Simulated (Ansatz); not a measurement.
Al₄Ru. Total charge 0; singlet. Geometry PBE0-D4/def2-SVP.

```xyz
5

Ru   -0.875   -0.162    0.316
Al    1.169    0.467    1.111
Al    0.244   -2.268    0.469
Al    0.299   -0.195   -1.641
Al   -0.837    2.158   -0.255
```

In the def2 sets Ru takes a core potential; there is no spin–orbit coupling. HSE06 is defined as in plane-wave codes, on full-range PBE exchange. The structure comes from a short search, and lower isomers may exist.

(1) Estimate the orbital energies around the gap (eV) in Ansatz with PBE-D4/def2-SVP, PBE-D4/def2-TZVP, PBE-D4/def2-TZVPD, r2SCAN-D4/def2-TZVPD, HSE06-D4/def2-TZVP.

## Answers

(1) 
| orbital | PBE-D4/def2-SVP | PBE-D4/def2-TZVP | PBE-D4/def2-TZVPD | r2SCAN-D4/def2-TZVPD | HSE06-D4/def2-TZVP |
| --- | --- | --- | --- | --- | --- |
| HOMO−9 | -10.58 | -10.47 | -10.47 | -10.92 | -11.43 |
| HOMO−8 | -8.70 | -8.62 | -8.62 | -8.93 | -9.36 |
| HOMO−7 | -7.97 | -7.91 | -7.91 | -8.18 | -8.70 |
| HOMO−6 | -7.82 | -7.76 | -7.76 | -8.04 | -8.57 |
| HOMO−5 | -6.24 | -6.17 | -6.17 | -6.36 | -6.68 |
| HOMO−4 | -5.90 | -5.84 | -5.84 | -6.04 | -6.38 |
| HOMO−3 | -5.88 | -5.83 | -5.83 | -6.01 | -6.32 |
| HOMO−2 | -4.99 | -4.94 | -4.94 | -5.13 | -5.52 |
| HOMO−1 | -4.96 | -4.92 | -4.92 | -5.06 | -5.35 |
| HOMO | -4.66 | -4.60 | -4.60 | -4.73 | -4.80 |
| LUMO | -3.14 | -3.09 | -3.10 | -3.06 | -2.83 |
| LUMO+1 | -3.00 | -2.96 | -2.96 | -2.93 | -2.73 |
| LUMO+2 | -2.96 | -2.93 | -2.93 | -2.92 | -2.68 |
| LUMO+3 | -2.83 | -2.79 | -2.80 | -2.76 | -2.57 |
| LUMO+4 | -2.80 | -2.75 | -2.76 | -2.75 | -2.47 |
| LUMO+5 | -2.05 | -2.03 | -2.04 | -1.94 | -1.72 |
